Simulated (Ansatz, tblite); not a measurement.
Removing an electron: TiHCl3. The state is a singlet with charge 0. Geometry: PBE0-D4/def2-SVP. Ansatz, gas phase; energy differences of separate SCF runs; the oxidised species was run as a doublet alone.

```xyz
5

Ti   -0.013   -0.050    0.014
H     0.385    1.491   -0.419
Cl   -0.635    0.192    2.061
Cl    1.844   -1.103   -0.274
Cl   -1.580   -0.531   -1.382
```

The xTB rows come from tblite.

| level | −HOMO (eV) | vertical IE (eV) | −LUMO (eV) | HOMO–LUMO gap (eV) |
| --- | --- | --- | --- | --- |
| GFN2-xTB | 12.13 | 14.66 | 9.63 | 2.50 |
| PBE-D4/def2-TZVP | 8.05 | 11.27 | 4.44 | 3.61 |
| r2SCAN-D4/def2-TZVP | 8.52 | 11.42 | 4.40 | 4.12 |

(1) Estimate the rows for GFN1-xTB, PBE0-D4/def2-TZVP.

Results:

(1) 
| level | −HOMO (eV) | vertical IE (eV) | −LUMO (eV) | HOMO–LUMO gap (eV) |
| --- | --- | --- | --- | --- |
| GFN1-xTB | 12.93 | 15.49 | 10.66 | 2.27 |
| PBE0-D4/def2-TZVP | 9.66 | 11.59 | 3.45 | 6.22 |

  Raw xTB energy differences between charge states are shifted by several eV; the methods need an empirical correction for them.
